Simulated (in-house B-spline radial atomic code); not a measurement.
A calculation on Yb VII (Yb6+) (an excited or competing configuration): its settings, and results tabulated from the run. Method: Dirac-Hartree-Fock, average of configuration, Fermi nucleus of rms radius 5.3108 fm. Calculated with a B-spline radial code for spherical atoms.

Command:
```bash
python run_scf.py task.json out
```
Settings (nuclear radius in fm, mass in u):
```
Z                70
configuration    [Kr] 4d10 4f12 5s2 5p3 9s1
hamiltonian      dirac
method           hf
spin_polarised   False
nucleus          fermi
rms_radius       5.3108
atomic_mass      173.93887
speed_of_light   137.035999084
```

Output (hartree, bohr):
```
 radial grid: 79 intervals, B-splines of order 8, outer radius 55.0746 bohr

 iter        energy (Eh)    residual
    1      -14002.566061    9.28e-01
    2      -14025.879168    1.42e+00
    3      -14053.460100    3.08e-01
    4      -14054.597558    1.05e-01
    5      -14054.685692    1.23e-02
    6      -14054.688211    9.37e-03
    7      -14054.689365    7.98e-04
    8      -14054.689387    3.30e-04
    9      -14054.689388    1.73e-05
   10      -14054.689388    4.75e-07

 total energy                    -14054.68939
 kinetic                           15607.9971
 electron-nucleus                 -34657.8033
 electron-electron                  4995.1168

 first-order corrections (not in the total)
   Gaunt                            15.8143
   retardation                      -1.6708
   frequency dependence             -0.2503
   self-energy                      11.3361
   Uehling                          -2.0025
   Wichmann-Kroll                    0.0730
   recoil                            0.0278

 orbital      occ     eigenvalue          <r>       <r^2>       <1/r>     <1/r^2>       r_max    small
 1s1/2      2.000     -2271.7325    0.0196596  0.00052986     80.6119     15258.9     0.01237  6.90e-02
 2s1/2      2.000      -392.9834    0.0826862  0.00814178     19.4811      2015.9     0.07071  1.55e-02
 2p1/2      2.000      -374.1460    0.0688045  0.00587434     19.4083     635.502     0.05303  1.55e-02
 2p3/2      4.000      -335.5793    0.0762625  0.00708144     16.6799     379.614     0.05942  1.42e-02
 3s1/2      2.000       -93.8129     0.215663   0.0533112     7.15565     447.415      0.1993  5.06e-03
 3p1/2      2.000       -85.5201     0.205845   0.0493501     7.05697     142.884      0.1874  4.98e-03
 3p3/2      4.000       -77.1947     0.219664   0.0560019     6.36141      86.777      0.2005  4.61e-03
 3d3/2      4.000       -63.2907     0.193475   0.0440037     6.23166     48.6217      0.1582  4.47e-03
 3d5/2      6.000       -61.4920     0.197767   0.0458467     6.06313     45.4673      0.1618  4.36e-03
 4s1/2      2.000       -22.7383     0.487466    0.268198     2.97162     107.108      0.4555  1.61e-03
 4p1/2      2.000       -19.3246     0.496324    0.280352     2.85683     33.4521      0.4577  1.52e-03
 4p3/2      4.000       -17.4149     0.526347    0.315071      2.6299     20.5917      0.4848  1.39e-03
 4d3/2      4.000       -11.7927     0.550163    0.350628     2.41145     10.5538      0.4862  1.21e-03
 4d5/2      6.000       -11.4370     0.561111    0.364518     2.35296     9.84489      0.4954  1.17e-03
 4f5/2      5.143        -4.5394     0.657225    0.531766     1.90536      4.6211      0.4763  8.06e-04
 4f7/2      6.857        -4.4818     0.665407    0.545107     1.88184     4.50425      0.4816  7.91e-04
 5s1/2      2.000        -5.8690      1.13704      1.4425     1.17183     19.5922       1.044  3.66e-04
 5p1/2      1.000        -4.8620      1.22548     1.68096     1.07662     5.79225       1.115  3.18e-04
 5p3/2      2.000        -4.5529      1.29435     1.87234     1.00603     3.64939       1.181  2.89e-04
 9s1/2      1.000        -0.6099      8.64865     83.1599    0.158529    0.637812       9.479  2.19e-05
```

Cost of the run: 1.8 s on 1 thread of Arm Neoverse V1 (shared host).

For the Dirac Hamiltonian the kinetic term is c α·p + (β - 1)c².
